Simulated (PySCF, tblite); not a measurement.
Complex of boric acid and beryllium hydride

A gas-phase complex of boric acid and beryllium hydride; neutral, singlet. The structure comes from a short search (6 tight-binding starts) and was relaxed by PBE0-D3(BJ)/def2-SVPD; another way of binding may lie lower. No frequency run checks that it is a minimum.

Parts: 1 = boric acid (OB(O)O), atoms 1–7; 2 = beryllium hydride ([BeH2]), atoms 8–10.

```csv
atom,part,x (Å),y (Å),z (Å)
O1,1,-0.965,1.049,0.192
B2,1,-0.032,0.019,-0.089
O3,1,1.269,0.378,-0.008
O4,1,-0.502,-1.191,-0.402
H5,1,-0.593,1.906,0.425
H6,1,1.882,-0.335,-0.201
H7,1,-1.489,-1.178,-0.386
Be8,2,-2.639,0.861,0.170
H9,2,-2.911,-0.447,-0.176
H10,2,-3.300,1.999,0.491
```

| contact | kind (by geometry) | distance (Å) | angle (°) |
| --- | --- | --- | --- |
| O1···Be8 | bond | 1.685 | - |

The parts are joined by the bond O1–Be8, so these are energies of forming such bonds; deforming the relaxed parts to their shape in the adduct costs 11.6 kcal/mol, which the interaction energies leave out.

Interaction energies are complex less parts, with the parts frozen as they stand in it; counterpoise-corrected, in kcal/mol (PySCF).

Q: How strongly do the parts interact, level by level?

A: 
```csv
level,interaction,superposition error removed
wB97M-D3(BJ)/def2-TZVPD,-34.33,-0.44
PBE0-D3(BJ)/def2-TZVPD,-35.82,-0.44
```

Q: What holds them together? Decompose the wB97M-D3(BJ)/def2-TZVPD energy: frozen parts, their antisymmetrised product, then relaxation.

A: electrostatic -61.1, Pauli repulsion +66.3, orbital relaxation -37.9, dispersion correction -2.1 kcal/mol, which sum to the value before the counterpoise correction; the Pauli term holds the exchange-correlation of the frozen density too. Of the attraction, 60 % is electrostatic, 38 % is orbital relaxation, 2 % is dispersion correction.

The parts were also relaxed and run alone, at the levels used for the complex: shieldings by PBE0/pcSseg-2.

Q: How do these values change when the complex forms?

A: 
| property | alone | in the complex | change |
| --- | --- | --- | --- |
| shielding of O1 (ppm) | 254.4 | 229.5 | -24.9 |
| shielding of Be8 (ppm) | 77.9 | 90.2 | +12.3 |

The 3 runs behind this took 2.3 min in all, one thread each of Arm Neoverse V1 on a shared host, launched as `OMP_NUM_THREADS=1 python cluster_run.py task.json out`.
